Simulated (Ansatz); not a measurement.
C3H6ClGa (`C=[CH][Ga]([CH3])[Cl]`). Total charge 0; spin multiplicity 1.

```json
{"atom": "C1", "x (Å)": "0.986", "y (Å)": "-2.204", "z (Å)": "0.254"}
{"atom": "C2", "x (Å)": "0.948", "y (Å)": "-0.897", "z (Å)": "0.505"}
{"atom": "Ga3", "x (Å)": "-0.426", "y (Å)": "0.241", "z (Å)": "-0.263"}
{"atom": "C4", "x (Å)": "-0.787", "y (Å)": "2.154", "z (Å)": "-0.119"}
{"atom": "Cl5", "x (Å)": "-1.813", "y (Å)": "-0.858", "z (Å)": "-1.520"}
{"atom": "H6", "x (Å)": "0.251", "y (Å)": "-2.682", "z (Å)": "-0.388"}
{"atom": "H7", "x (Å)": "1.749", "y (Å)": "-2.853", "z (Å)": "0.678"}
{"atom": "H8", "x (Å)": "1.710", "y (Å)": "-0.473", "z (Å)": "1.157"}
{"atom": "H9", "x (Å)": "-1.788", "y (Å)": "2.306", "z (Å)": "0.292"}
{"atom": "H10", "x (Å)": "-0.061", "y (Å)": "2.663", "z (Å)": "0.516"}
{"atom": "H11", "x (Å)": "-0.770", "y (Å)": "2.605", "z (Å)": "-1.113"}
```

Task: List the harmonic frequencies (cm⁻¹, unscaled) at PBE0-D4/def2-TZVP in Ansatz. (Best estimate.)

Result: Computed: 47, 78, 110, 141, 166, 308, 391, 465, 554, 614, 706, 752, 1007, 1023, 1050, 1230, 1283, 1434, 1445, 1446, 1653, 3058, 3121, 3142, 3144, 3157, 3208.

Task: Is this a minimum?

Result: Yes, all 27 modes are real.

Task: Give the ideal-gas thermochemistry at 298.15 K and 1 bar (rigid rotor, harmonic oscillator; point group Cs, symmetry number 1).

Result: Zero-point energy 207.7 kJ/mol; H(298) − E = 231.5 kJ/mol; entropy 381.8 J/(mol·K), of which translation 171.1, rotation 116.8, vibration 94.0; G(298) − E = 117.7 kJ/mol. Modes under 100 cm⁻¹ are hindered rotations or soft bends, so the harmonic entropy is rough.

Task: Rotational constants (cm⁻¹)?

Result: 0.09874, 0.08042, 0.04469.
